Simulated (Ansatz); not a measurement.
ClH5N3Ta, SMILES `[NH]=[Ta]([NH2])([NH2])[Cl]`, relaxed with RKS PBE-D4/def2-SVP in Ansatz from a rough embedded geometry. The force threshold is 0.03 eV/Å; the program also tests the step.

Charge 0, multiplicity 1. Ta takes the def2 core potential.

Start:

```xyz
10

N    -1.485    1.676    0.495
Ta   -0.439    0.158   -0.084
N    -0.358   -1.255    1.578
N     1.595    0.719   -0.660
Cl   -1.548   -0.928   -2.071
H    -1.640    2.521   -0.204
H    -0.745   -2.206    1.200
H     0.661   -1.498    1.723
H     1.691    0.784   -1.684
H     2.266    0.030   -0.294
```

How much energy does the relaxation release, and in how many steps? (An estimate is asked.)

Ansatz gave: 2.69 eV, in 14 steps, 1 of them rejected.

Which bonds change most? (Best estimate.)

Ansatz gave: Ta2–N4 from 2.187 to 1.990 Å; Ta2–N3 from 2.183 to 1.990 Å; Ta2–Cl5 from 2.521 to 2.362 Å; N1–Ta2 from 1.933 to 1.779 Å.

Give the relaxed structure. (Estimate.)

Computed: 
```xyz
10

N    -1.239    1.395    0.097
Ta   -0.340   -0.070   -0.361
N    -0.341   -1.214    1.268
N     1.494    0.566   -0.803
Cl   -1.262   -1.246   -2.190
H    -1.873    2.188    0.213
H    -0.756   -0.992    2.178
H     0.196   -2.086    1.344
H     1.840    1.529   -0.761
H     2.280   -0.070   -0.986
```
